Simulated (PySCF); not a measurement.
Functional benchmark on one molecule

Molecule: SMILES O([Si](OC)(C)OC)C, C$_{4}$H$_{12}$O$_{3}$Si.

Molfile (atoms numbered from 1):
```
C4H12O3Si
     RDKit          3D

 20 19  0  0  0  0  0  0  0  0999 V2000
   -2.3059    1.4116   -0.1861 C   0  0  0  0  0  0  0  0  0  0  0  0
   -1.5063    0.3272   -0.5600 O   0  0  0  0  0  0  0  0  0  0  0  0
   -0.0413   -0.0686    0.0885 Si  0  0  0  0  0  4  0  0  0  0  0  0
   -0.2284   -0.7842    1.7944 C   0  0  0  0  0  0  0  0  0  0  0  0
    0.6861   -1.1410   -0.9341 O   0  0  0  0  0  0  0  0  0  0  0  0
    0.1233   -2.3250   -1.4199 C   0  0  0  0  0  0  0  0  0  0  0  0
    0.8781    1.3023    0.1065 O   0  0  0  0  0  0  0  0  0  0  0  0
    2.2582    1.3637    0.3232 C   0  0  0  0  0  0  0  0  0  0  0  0
   -1.7581    2.3669   -0.2609 H   0  0  0  0  0  0  0  0  0  0  0  0
   -3.1776    1.4603   -0.8568 H   0  0  0  0  0  0  0  0  0  0  0  0
   -2.6837    1.3137    0.8491 H   0  0  0  0  0  0  0  0  0  0  0  0
    0.7496   -1.0477    2.2263 H   0  0  0  0  0  0  0  0  0  0  0  0
   -0.8445   -1.6968    1.7750 H   0  0  0  0  0  0  0  0  0  0  0  0
   -0.7145   -0.0666    2.4737 H   0  0  0  0  0  0  0  0  0  0  0  0
   -0.8216   -2.1364   -1.9587 H   0  0  0  0  0  0  0  0  0  0  0  0
    0.8306   -2.7957   -2.1201 H   0  0  0  0  0  0  0  0  0  0  0  0
   -0.0828   -3.0518   -0.6116 H   0  0  0  0  0  0  0  0  0  0  0  0
    2.8118    0.7270   -0.3886 H   0  0  0  0  0  0  0  0  0  0  0  0
    2.5946    2.4035    0.1892 H   0  0  0  0  0  0  0  0  0  0  0  0
    2.5335    1.0513    1.3481 H   0  0  0  0  0  0  0  0  0  0  0  0
  1  2  1  0
  2  3  1  0
  3  4  1  0
  3  5  1  0
  5  6  1  0
  3  7  1  0
  7  8  1  0
  1  9  1  0
  1 10  1  0
  1 11  1  0
  4 12  1  0
  4 13  1  0
  4 14  1  0
  6 15  1  0
  6 16  1  0
  6 17  1  0
  8 18  1  0
  8 19  1  0
  8 20  1  0
M  END
```

Geometry PBE0-D3(BJ)/def2-SVP throughout; GIAO in PySCF 2.14, gas phase, one conformer, non-relativistic; equivalent atoms averaged; basis pcSseg-1.

Reference values (measured; liquid, neat; T. M. Alam, M. Henry, Phys. Chem. Chem. Phys. (a906445a), supplement): δ(Si3) = -40.1 ppm vs TMS (internal). Computed shifts are taken against TMS, calculated as an isolated molecule at each level.

How do the functionals HF, PBE, BLYP, OPBE, KT3, B3LYP, PBE0, mPW1PW91, WP04, B97-2 perform against the reference? Times are CPU seconds on shared hosts with different chips, so compare them loosely; the GGAs took longer than the global hybrids here, which isn't the general rule, and the cause wasn't traced.

## Answers


```tsv
functional	kind	Si3	abs. error Si	core-s
HF	Hartree–Fock	-42.4	2.3	17
PBE	GGA	-42.0	1.9	47
BLYP	GGA	-48.5	8.4	44
OPBE	GGA	-39.5	0.6	46
KT3	GGA	-43.5	3.4	51
B3LYP	global hybrid	-45.6	5.5	34
PBE0	global hybrid	-39.3	0.8	35
mPW1PW91	global hybrid	-40.1	0.0	30
WP04	global hybrid	-56.8	16.7	36
B97-2	global hybrid	-42.4	2.3	33
```

For ²⁹Si the closest is mPW1PW91 (0.0 ppm) and the furthest WP04 (16.7 ppm). One molecule is a small sample, and vibrational and solvent effects are absent from the calculation.
